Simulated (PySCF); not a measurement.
## Spin-rotation constants: `InChI=1S/C3H14BPSi/c1-5(2,4)3-6/h3H2,1-2,4,6H3`

Geometry:
```json
{"atom": "B1", "x (Å)": "0.167", "y (Å)": "1.651", "z (Å)": "0.346"}
{"atom": "P2", "x (Å)": "-0.104", "y (Å)": "-0.211", "z (Å)": "0.055"}
{"atom": "C3", "x (Å)": "-0.442", "y (Å)": "-1.156", "z (Å)": "1.574"}
{"atom": "C4", "x (Å)": "-1.502", "y (Å)": "-0.608", "z (Å)": "-1.043"}
{"atom": "C5", "x (Å)": "1.336", "y (Å)": "-1.039", "z (Å)": "-0.697"}
{"atom": "Si6", "x (Å)": "2.996", "y (Å)": "-0.662", "z (Å)": "0.144"}
{"atom": "H7", "x (Å)": "-0.885", "y (Å)": "2.072", "z (Å)": "0.810"}
{"atom": "H8", "x (Å)": "0.443", "y (Å)": "2.108", "z (Å)": "-0.756"}
{"atom": "H9", "x (Å)": "1.102", "y (Å)": "1.701", "z (Å)": "1.139"}
{"atom": "H10", "x (Å)": "-0.599", "y (Å)": "-2.224", "z (Å)": "1.364"}
{"atom": "H11", "x (Å)": "0.402", "y (Å)": "-1.036", "z (Å)": "2.267"}
{"atom": "H12", "x (Å)": "-1.339", "y (Å)": "-0.738", "z (Å)": "2.053"}
{"atom": "H13", "x (Å)": "-2.427", "y (Å)": "-0.213", "z (Å)": "-0.598"}
{"atom": "H14", "x (Å)": "-1.346", "y (Å)": "-0.107", "z (Å)": "-2.009"}
{"atom": "H15", "x (Å)": "-1.603", "y (Å)": "-1.692", "z (Å)": "-1.202"}
{"atom": "H16", "x (Å)": "1.172", "y (Å)": "-2.129", "z (Å)": "-0.731"}
{"atom": "H17", "x (Å)": "1.409", "y (Å)": "-0.684", "z (Å)": "-1.739"}
{"atom": "H18", "x (Å)": "3.441", "y (Å)": "0.727", "z (Å)": "-0.148"}
{"atom": "H19", "x (Å)": "2.889", "y (Å)": "-0.868", "z (Å)": "1.620"}
{"atom": "H20", "x (Å)": "4.002", "y (Å)": "-1.630", "z (Å)": "-0.393"}
```

Level of theory: GIAO B3LYP/pcSseg-1 magnetisability, rotational g tensor and spin-rotation constants, non-relativistic, gas phase in PySCF. Geometry: PBE0-D3(BJ)/def2-SVP.

Task: Give the nuclear spin-rotation constants along the inertial axes (H = +C I·J) beside the isotropic shieldings.

Result: Rotational constants 3.0955, 1.3294, 1.2881 GHz. A star marks the isotopologue with that one atom substituted, in its own axes.
```csv
atom,isotope,Caa (kHz),Cbb (kHz),Ccc (kHz),mean (kHz),σ (ppm)
B1,11B,0.369,0.176,0.147,0.231,142.3
P2,31P,5.132,2.050,2.140,3.107,303.7
H7,1H,-0.049,-0.094,-0.113,-0.085,30.7
H8,1H,-0.304,-0.096,-0.004,-0.135,30.7
H9,1H,-0.106,-0.099,-0.082,-0.096,30.6
H10,1H,-0.365,0.021,-0.141,-0.162,30.6
H11,1H,-0.108,-0.148,-0.066,-0.107,29.8
H12,1H,-0.061,-0.146,-0.097,-0.101,30.2
H13,1H,-0.005,-0.146,-0.118,-0.089,30.1
H14,1H,-0.328,-0.144,0.014,-0.152,30.1
H15,1H,-0.344,0.027,-0.150,-0.156,30.4
H16,1H,-0.338,0.017,-0.157,-0.159,30.8
H17,1H,-0.323,-0.166,0.018,-0.157,30.6
H18,1H,-0.263,0.032,-0.096,-0.109,27.2
H19,1H,-0.272,-0.127,0.052,-0.116,27.6
H20,1H,-0.065,-0.058,-0.100,-0.074,27.5
C3,13C*,0.483,0.180,0.188,0.283,165.4
C5,13C*,0.462,0.174,0.178,0.271,170.3
Si6,29Si*,-1.690,-0.742,-0.726,-1.053,410.8
```
For the geometry as given, no vibrational averaging.

Task: How do the rotational constants and the g tensor change when H7, H8, H9, H10, H11, H12, H13, H14, H15, H16, H17, H18, H19, H20 are replaced by deuterium?

Result: Constants 2.3218, 1.1030, 1.0681 GHz; g -0.0160, -0.0038, -0.0090, against -0.0213, -0.0046, -0.0108 before.
